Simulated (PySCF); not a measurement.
# Orbital picture of CeF⁺

r²SCAN at R = 2.003 Å; PySCF, spin-free X2C with a Gaussian nucleus, basis sets Ce x2c-SVPall, F x2c-SVPall. State: triplet, about 1.8 electrons in the 4f shell (Mulliken), real f orbitals that mix terms. Only the outer orbitals are listed, counted within each symmetry.

```
spin  orbital  occ.  ε (eV)  on Ce (%)            main shells (%)
   α       6π     1  -27.30        100                   100 Ce p
   α       6π     1  -27.30        100                   100 Ce p
   α      13σ     1  -26.54         86            85 Ce p, 11 F s
   α       7π     1  -14.56         11                     89 F p
   α       7π     1  -14.56         11                     89 F p
   α      14σ     1  -14.39         17             82 F p, 9 Ce d
   α       1φ     1   -7.90        100                   100 Ce f
   α      15σ     1   -7.81        100  61 Ce f, 23 Ce d, 16 Ce s
   α      16σ     0   -7.28         99           67 Ce s, 28 Ce f
   α       3δ     0   -7.06        100            92 Ce d, 8 Ce f
   α       3δ     0   -7.06        100                    92 Ce d
   β       6π     1  -26.51        100                   100 Ce p
   β       6π     1  -26.51        100                   100 Ce p
   β      13σ     1  -26.07         86            86 Ce p, 10 F s
   β       7π     1  -14.57         10                     90 F p
   β       7π     1  -14.57         10                     90 F p
   β      14σ     1  -14.32         16             83 F p, 8 Ce d
   β      15σ     0   -6.21         99           87 Ce s, 10 Ce d
   β       3δ     0   -5.94        100                   100 Ce d
   β       3δ     0   -5.93        100                   100 Ce d
```

**Question.** Which are the highest filled and the lowest empty level, where do they sit, and how wide is the gap?

**Answer.** Highest filled α 15σ at -7.81 eV (in %: 61 Ce f, 23 Ce d, 16 Ce s); lowest empty α 16σ at -7.28 eV (in %: 67 Ce s, 28 Ce f); the gap at r²SCAN is 0.53 eV.

```
bond order (Mayer)                                                                                                : 1.22
⟨S²⟩                                                                                                              : 2.002
charge on Ce (Mulliken, basis-dependent)                                                                          : 1.28
charge on Ce (Löwdin, basis-dependent)                                                                            : 0.98
dipole moment (positive dipole points towards F; it is taken about the centre of mass and depends on that origin) : -4.77 D
```

Spin–orbit coupling is left out. The state is the lowest single determinant that the PBE0 search found; with open d or f shells the true ground state can be another one.
